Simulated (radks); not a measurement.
Question: The lithium ion Li+, [He]. Method: non-relativistic Kohn-Sham, PBE, spin-polarised, spherical densities, point nucleus; computed with a radial shooting solver on a logarithmic mesh with Libxc functionals. Every spin shell is full or empty, so the densities are truly spherical. Functionals are evaluated on that one density, not self-consistently. Rank these exchange functionals by their error against the exact value of the orbitals, and give that value: LDA, B88, revPBE, B86b, revTPSS, r2SCAN, Tao-Mo, MVS.

Answer: Exact: -1.63932 hartree. From best to worst, with 100 (|E| - |E exact|)/|E exact| (equal figures are ties): revPBE +0.11, B88 -0.20, revTPSS +0.31, r2SCAN +0.37, B86b -0.40, MVS +0.41, Tao-Mo +0.51, LDA -13.90.
